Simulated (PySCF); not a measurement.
## C₆ coefficients of unlike pairs at CAM-B3LYP

Calculated with PySCF 2.14 from the dipole response of each species, C₆(A,B) = (3/π) ∫ α_A(iu) α_B(iu) du, in atomic units, from isotropic polarisabilities. For ions this is the dispersion term alone; charge-induced terms of lower order in 1/R come first.

| species | configuration | basis | relativity | α (bohr³) | C₆ (like pair) |
| --- | --- | --- | --- | --- | --- |
| Tc+ | [Kr] 4d5 5s1 (7S) | x2c-TZVPPall with one added diffuse shell each of s, p, d, f type (9s7p7d3f1g) | spin-free X2C | 36.45 | 267.7 |
| Hf(2+) | [Xe] 4f14 5d2 (3F) | def2-QZVPPD with the def2 core potential (60 electrons) (7s6p4d3f2g) | core potential | 14.68 | 73.36 |
| Li+ | 1s2 (1S) | aug-cc-pCVDZ (5s4p2d) | none | 0.1090 | 0.03038 |
| Ge(2+) | [Ar] 3d10 4s2 (1S) | aug-cc-pVQZ-DK (8s7p5d3f2g) | spin-free X2C | 10.31 | 38.93 |

(1) Estimate C₆ for Li+ with Tc+.

No spin-orbit coupling is included.

The other pairs:

```
          pair      C₆
Ge(2+), Hf(2+)   53.09
   Hf(2+), Tc+   136.3
   Li+, Hf(2+)   1.134
   Ge(2+), Tc+   99.85
   Ge(2+), Li+  0.7702
```

Answers

(1) The integral gives 1.830. The combination rule 2 C_A C_B / (C_A α_B/α_A + C_B α_A/α_B) gives 1.484 and the geometric mean 2.852.
